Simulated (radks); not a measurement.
Q: Zr2+, configuration [Kr] 4d(up 1.5, down 0.5) (fractional occupations, a model configuration). Calculated with a radial shooting solver on a logarithmic mesh with Libxc functionals: non-relativistic Kohn-Sham, BLYP, spin-polarised, spherical densities, point nucleus; relativity is left out, which matters for an element this heavy. Some entries of the table are withheld. Estimate them.

| orbital | occ. | eigenvalue (hartree) | <1/r> (bohr^-1) | <r> (bohr) |
|---|---|---|---|---|
| 1s down | 1 | -640.8621 | 39.49 | 0.03814 |
| 1s up | 1 | -640.8620 | 39.49 | 0.03814 |
| 2s up | 1 | -87.88292 | 8.862 | 0.1674 |
| 2s down | 1 | -87.87963 | 8.862 | 0.1674 |
| 2p up | 3 | -80.59795 | 8.853 | 0.1437 |
| 2p down | 3 | -80.59559 | 8.853 | 0.1437 |
| 3s up | 1 | -14.78715 | 3.033 | 0.4703 |
| 3s down | 1 | -14.78546 | 3.033 | 0.4703 |
| 3p up | 3 | -12.05173 | 2.937 | 0.4672 |
| 3p down | 3 | -12.04980 | 2.936 | 0.4672 |
| 3d up | 5 | (1) | 2.742 | 0.4515 |
| 3d down | 5 | (2) | 2.742 | 0.4515 |
| 4s up | 1 | -2.44969 | 1.088 | 1.239 |
| 4s down | 1 | -2.42903 | 1.091 | 1.237 |
| 4p up | 3 | (3) | 0.9707 | 1.374 |
| 4p down | 3 | (4) | 0.9735 | 1.371 |
| 4d up | 1.5 | -0.65425 | 0.6619 | 1.993 |
| 4d down | 0.5 | -0.63044 | 0.6581 | 2.012 |

A: 
(1) 3d up eigenvalue (hartree): -7.06317
(2) 3d down eigenvalue (hartree): -7.06016
(3) 4p up eigenvalue (hartree): -1.71486
(4) 4p down eigenvalue (hartree): -1.69197
